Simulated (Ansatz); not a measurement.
Born–Oppenheimer molecular dynamics of BrH5OSi (8 atoms, charge 0, multiplicity 1). It starts at the highest image of a converged band. Of that band: Neighbouring images differ by up to 1.6 eV, so the band resolves the path poorly. A vibrational analysis at the climbing image gives one clearly imaginary mode, 608i cm⁻¹: a first-order saddle point.

Computed with Ansatz 0.2.0, RHF/def2-SVP.

```yaml
ensemble: NVE (velocity Verlet)
time_step: 0.5 fs
steps_asked: 200
starting_velocities_drawn_for: 300 K
seed: 10663
```

First frame:

```xyz
8
Properties=species:S:1:pos:R:3
Si 0.094 -0.124 -0.168
H -0.114 0.020 1.552
H 1.451 0.228 -0.527
O -0.766 1.265 -0.313
H -1.710 1.279 -0.325
H -0.720 -1.228 -0.651
Br 1.441 -2.293 1.104
H 0.351 -0.678 1.567
```

Task: How far do the bonds stretch over the last three quarters of this one trajectory? (Pairs bonded in most of those frames.)

Result: 
| bond | mean (Å) | spread (Å) | shortest | longest |
| --- | --- | --- | --- | --- |
| Si1–H2 | 1.494 | 0.062 | 1.40 | 1.58 |
| Si1–H3 | 1.477 | 0.028 | 1.42 | 1.52 |
| Si1–O4 | 1.655 | 0.014 | 1.63 | 1.68 |
| Si1–H6 | 1.483 | 0.023 | 1.45 | 1.52 |
| O4–H5 | 0.943 | 0.003 | 0.94 | 0.95 |
| Br7–H8 | 1.458 | 0.114 | 1.28 | 1.62 |

Mean temperature of the second half: 2356 K. The conserved energy stayed within 0.59 meV per atom of its start (net change -0.5 meV per atom), so the integration is sound. The kinetic energy rose, since the run started high on the potential surface and went downhill. It ends in pieces (BrH + H4OSi), so much of that is their flight and rotation, not heat. A run of 0.1 ps of so small a system gives no equilibrium averages. The orbitals stay closed-shell, which can raise the energy where a bond breaks towards radicals; this wasn't checked here.

Time of the run: 5.5 min on 1 thread of Arm Neoverse V2, on a shared host, peak memory 0.17 GiB.
